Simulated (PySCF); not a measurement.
Telling isomers of C₂H₁₂B₂N₂ apart by NMR

How the numbers were obtained: spin–spin couplings from B3LYP/pcJ-1 (spin–dipole term left out of most H,H and C,H couplings), coordinates at the PBE0-D3(BJ)/def2-SVP level, GIAO PBE0/pcSseg-1 shieldings, in PySCF (rapidly exchanging positions averaged, isolated molecule, a single conformation, relativity neglected).

Chemical shifts δ = σref − σ; ¹H and ¹³C vs TMS, all at this level. Multiplet labels drop J under 1 Hz and among equivalent protons, and merge close values. Unscaled 3J(H,H) run several per cent high. Couplings to H on boron are left out. Carbons bonded to boron are broad in practice. Shifts are as computed. Against solution values, carbons near 30 ppm lie about +2 ppm off and those near 130 ppm about +5 ppm. Of 1211 compounds with measured shifts, 218 miss one by over three times the rms of a fit or turn the order of signals round; such compounds aren't used in these exercises. Across acyclic CH2–CH2 and CH–CH2 bonds, 3J(H,H) assumes equally populated rotamers. OH and NH positions are gas-phase values without hydrogen bonding to other molecules.

(1) Tabulate the signals of `CC[NH+]1[BH2-][NH2+][BH2-]1`, `CC[BH-]1[NH2+][BH2-][NH2+]1` and their relative energies.

(2) What is the quickest way to tell CC[NH+]1[BH2-][NH2+][BH2-]1 from CC[BH-]1[NH2+][BH2-][NH2+]1?

Results:

(1) 
```json
{"SMILES": "CC[NH+]1[BH2-][NH2+][BH2-]1", "carbon types": "1×CH2 1×CH3", "δC": "50.6, 15.7", "δH": "3.40 (br, 2H), 3.13 (br, 2H), 2.51 (q, 2H), 1.51 (br s, 1H), 1.45 (br s, 1H), 1.28 (br s, 1H), 1.00 (t, 3H)", "E rel. (kcal/mol)": "10.4"}
{"SMILES": "CC[BH-]1[NH2+][BH2-][NH2+]1", "carbon types": "1×CH2 1×CH3", "δC": "19.5, 11.2", "δH": "3.43 (br, 1H), 3.34 (br, 1H), 3.25 (br, 1H), 1.68 (br s, 2H), 1.00 (br s, 2H), 0.87 (t, 3H), 0.40 (q, 2H)", "E rel. (kcal/mol)": "0.0"}
```

Energies are electronic energies at PBE0/pcSseg-1 on these geometries, without zero-point or thermal terms, each for the one conformer computed, which needn't be the lowest.

(2) Both give the same number of carbon signals, with the same numbers of each carbon type, so the positions decide. The first has an sp3 CH2 bonded to N at 50.6 ppm, the second an sp3 CH2 bonded to B at 19.5 ppm.
